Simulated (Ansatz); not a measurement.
Born–Oppenheimer molecular dynamics of Cl$_{3}$H$_{4}$InSi (9 atoms, charge 0, multiplicity 1). It starts at the highest image of a converged band. Of that band: The profile has 2 maxima (images 1, 3) with wells between them (image 2): this band takes more than one step, which may be the mechanism or a detour left from its start path. Neighbouring images differ by up to 1.7 eV, so the band resolves the path poorly. A vibrational analysis at the climbing image gives one clearly imaginary mode, 1100i cm⁻¹: a first-order saddle point.

Level of theory: Ansatz, RKS B3LYP/def2-SVP.

```json
{"ensemble": "NVE (velocity Verlet)", "time step": "0.5 fs", "steps asked": "200", "starting velocities drawn for": "300 K", "seed": "7508"}
```

First frame:

```xyz
9
Properties=species:S:1:pos:R:3
In 0.066 -0.325 -0.068
Cl -0.542 0.340 2.379
Cl 2.176 0.536 -0.653
Cl -1.791 -0.109 -1.496
Si 0.165 -2.886 1.129
H -1.138 -3.557 0.882
H 1.188 -3.340 0.143
H 0.667 -3.176 2.503
H -0.188 -1.157 1.803
```

(1) How far do the bonds stretch over the last three quarters of this one trajectory? (Pairs bonded in most of those frames.)

Answers

(1) 
```tsv
bond	mean (Å)	spread (Å)	shortest	longest
In1–Cl3	2.423	0.065	2.30	2.50
In1–Cl4	2.391	0.018	2.37	2.43
In1–Si5	2.563	0.138	2.41	2.82
Cl2–H9	1.308	0.051	1.23	1.40
Si5–H6	1.494	0.022	1.46	1.53
Si5–H7	1.498	0.034	1.44	1.55
Si5–H8	1.502	0.036	1.44	1.56
```

Pairs bonded in part of these frames only: In1–Cl2 49 %.

Mean temperature of the second half: 1055 K. The conserved energy stayed within 0.11 meV per atom of its start (net change 0.061 meV per atom), so the integration is sound. The kinetic energy rose, since the run started high on the potential surface and went downhill. It ends in pieces (Cl2H3InSi + ClH), so much of that is their flight and rotation, not heat. A run of 0.1 ps of so small a system gives no equilibrium averages. The orbitals stay closed-shell, which can raise the energy where a bond breaks towards radicals; this wasn't checked here.

The run took 3.1 min on 4 threads of AMD EPYC 9R45 96-Core Processor (Zen 5) (shared host), peak memory 0.36 GiB.
